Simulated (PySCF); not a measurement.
Telling isomers of C$_{2}$H$_{13}$NO$_{2}$Si$_{3}$ apart by NMR

Level of theory: coordinates at the GFN2-xTB level, PBE0/pcSseg-1 with gauge-including orbitals, in PySCF 2.14.0 with density-fitted response routines (a single conformation, rapidly exchanging positions averaged, no solvent model, non-relativistic).

Referencing at the same level of theory: 1H (σ = 31.72 ppm), 13C (σ = 186.93 ppm) against TMS. Where no couplings were computed, multiplicities follow the n + 1 count of equivalent neighbours, and m marks all less simple cases (inequivalent or close neighbours, rings, F or P nearby). Shifts are as computed. Against solution values, carbons near 30 ppm lie about +3 ppm off and those near 130 ppm about +5 ppm. Of 1211 compounds with measured shifts, 218 miss one by over three times the rms of a fit or turn the order of signals round; such compounds aren't used in these exercises.

(1) Tabulate the signals of `CO[SiH](OC)N([SiH3])[SiH3]`, `CN(C)[SiH2]O[SiH2]O[SiH3]` and their relative energies.

(2) What is the quickest way to tell CO[SiH](OC)N([SiH3])[SiH3] from CN(C)[SiH2]O[SiH2]O[SiH3]?

## Answers

(1) 
```tsv
SMILES	carbon types	δC	δH	E rel. (kcal/mol)
CO[SiH](OC)N([SiH3])[SiH3]	2×CH3	50.6	4.82 (s, 6H), 4.66 (s, 1H), 3.80 (s, 6H)	28.7
CN(C)[SiH2]O[SiH2]O[SiH3]	2×CH3	37.8	5.23 (s, 3H), 5.09 (s, 2H), 4.99 (s, 2H), 2.65 (s, 6H)	0.0
```

Energies are electronic energies at PBE0/pcSseg-1 on these geometries, without zero-point or thermal terms, each for the one conformer computed, which needn't be the lowest.

(2) Both give the same number of carbon signals, with the same numbers of each carbon type, so the positions decide. The first has a methyl carbon bonded to O (CH3) at 50.6 ppm, the second a methyl carbon bonded to N (CH3) at 37.8 ppm. In the proton spectra the most deshielded non-exchanging signals are 4.82 (s, 6H) and 5.23 (s, 3H).
